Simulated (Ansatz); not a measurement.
`C=[C](O)[SnH2][AlH2]`. Total charge 0; spin multiplicity 1. Sn takes the def2 core potential. Geometry: relaxed with PBE0-D4/def2-TZVP. It is one conformer, not always the lowest.

```xyz
12

C    -1.110    0.071    0.906
C     0.232   -0.227    0.832
O     1.042    0.446    1.646
Sn    0.934   -1.061   -1.125
Al   -0.786    1.003   -1.107
H    -1.502    0.693    1.706
H    -1.803   -0.623    0.436
H     1.958    0.235    1.442
H     0.568   -2.734   -1.056
H     2.636   -0.964   -0.864
H    -2.179    0.796   -1.833
H     0.012    2.366   -0.983
```

**Question.** What is the dipole moment at ωB97M-V/def2-TZVPP? (An estimate is asked.)

**Answer.** Computed: 1.61 D, with components (0.79, -0.78, 1.17) D in this frame, pointing from negative to positive charge.

**Question.** And with PBE, r2SCAN, B3LYP? (An estimate is asked.)

**Answer.** The calculation gave: PBE 1.70 D, r2SCAN 1.76 D, B3LYP 1.56 D.

**Question.** Give the Mulliken charges with ωB97M-V, B3LYP, PBE in def2-TZVPP. (Estimate.)

**Answer.** Ansatz gave: 
```json
{"atom": "C1", "ωB97M-V": "-0.40", "B3LYP": "-0.36", "PBE": "-0.32"}
{"atom": "C2", "ωB97M-V": "0.01", "B3LYP": "0.02", "PBE": "0.00"}
{"atom": "O3", "ωB97M-V": "-0.21", "B3LYP": "-0.22", "PBE": "-0.18"}
{"atom": "Sn4", "ωB97M-V": "0.20", "B3LYP": "0.32", "PBE": "0.24"}
{"atom": "Al5", "ωB97M-V": "0.29", "B3LYP": "0.32", "PBE": "0.26"}
{"atom": "H6", "ωB97M-V": "0.13", "B3LYP": "0.11", "PBE": "0.10"}
{"atom": "H7", "ωB97M-V": "0.18", "B3LYP": "0.16", "PBE": "0.16"}
{"atom": "H8", "ωB97M-V": "0.22", "B3LYP": "0.22", "PBE": "0.23"}
{"atom": "H9", "ωB97M-V": "-0.08", "B3LYP": "-0.13", "PBE": "-0.11"}
{"atom": "H10", "ωB97M-V": "-0.11", "B3LYP": "-0.16", "PBE": "-0.14"}
{"atom": "H11", "ωB97M-V": "-0.11", "B3LYP": "-0.15", "PBE": "-0.12"}
{"atom": "H12", "ωB97M-V": "-0.11", "B3LYP": "-0.15", "PBE": "-0.12"}
```

B3LYP here is the variant with VWN-RPA as its local correlation; programs differ in this.
